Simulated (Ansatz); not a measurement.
Computed with Ansatz on PBE0-D4/def2-TZVP structures; ΔE is electronic, products minus reactants. CBS: MP2 limit from def2 TZ/QZ plus the TZ coupled-cluster correction, frozen cores. Functionals use def2-TZVPP. B3LYP here is the variant with VWN-RPA as its local correlation; programs differ in this. For Zn outer-core shells are correlated without core-valence functions, which leaves a few kJ/mol of doubt a bond. Scalar relativity is left out up to krypton. One conformer a species, not always the lowest.

`C[Si](O)(F)[SiH3]` + `[F][Zn][CH2][SiH3]` → `C[Si](F)([SiH3])[SiH3]` + `O[CH2][Zn][F]`  (redistribution)

| level | ΔE (kJ/mol) | difference from CCSD(T)/CBS |
| --- | --- | --- |
| PBE-D4 | 210.9 | -39.8 |
| r2SCAN-D4 | 237.7 | -13.0 |
| PBE0-D4 | 227.1 | -23.6 |
| ωB97M-V | 248.8 | -1.9 |
| B2PLYP | 247.1 | -3.6 |
| PBE0 | 228.1 | -22.6 |
| B3LYP | 233.8 | -16.9 |
| MP2/def2-TZVPP | 265.6 | 14.9 |
| SCS-MP2/def2-TZVPP | 259.8 | 9.1 |
| CCSD/def2-TZVPP | 252.6 | 1.9 |
| HF/def2-QZVPP | 264.1 | 13.4 |
| MP2/def2-QZVPP | 266.4 | 15.7 |
| SCS-MP2/def2-QZVPP | 260.8 | 10.1 |
| HF/CBS(def2) | 264.3 | 13.6 |
| MP2/CBS(def2) | 266.3 | 15.6 |
| CCSD/CBS(def2) | 253.2 | 2.5 |
| CCSD(T)/CBS | 250.7 | 0 |

Largest T1 diagnostic among the species: 0.016.

From PBE to PBE0 (25 % exact exchange), in def2-TZVPP and without D4, ΔE moves by +16.5 kJ/mol.
